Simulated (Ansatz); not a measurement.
Molecule: CH₄FSi, charge 0, multiplicity 2. It need not be the lowest isomer of its formula. 
Coordinates optimised at B3LYP-D3(BJ)/def2-TZVP (Ansatz, a program for electronic structure):
SMILES: F[SiH2][CH2]
```xyz
7

C      1.5314     0.3493     0.1484
Si    -0.3005     0.3165     0.1960
F     -0.8377    -0.9993    -0.5586
H      2.1371    -0.5331     0.3238
H      2.0945     1.2586    -0.0293
H     -0.8135     0.2375     1.5832
H     -0.8599     1.5032    -0.4853
```
Charge 0, spin multiplicity 2.

Dipole moments at this geometry, in debye (magnitudes).

```csv
level,program,dipole (D)
PBE/def2-TZVPD,Ansatz,1.67
BLYP/def2-TZVPD,Ansatz,1.66
revPBE/def2-TZVPD,Ansatz,1.65
r2SCAN/def2-TZVPD,Ansatz,1.71
B97M-V/def2-TZVPD,Ansatz,1.73
B3LYP/def2-TZVPD,Ansatz,1.75
PBE0/def2-TZVPD,Ansatz,1.77
r2SCANh/def2-TZVPD,Ansatz,1.74
CAM-B3LYP/def2-TZVPD,Ansatz,1.79
LC-wPBE/def2-TZVPD,Ansatz,1.80
wB97M-V/def2-TZVPD,Ansatz,1.75
wB97X-V/def2-TZVPD,Ansatz,1.77
CCSD(T)/aug-cc-pV(D+d)Z,Ansatz,?
```

Problem. Complete the blanks.

Solution. 
- CCSD(T)/aug-cc-pV(D+d)Z, dipole (D): 1.74
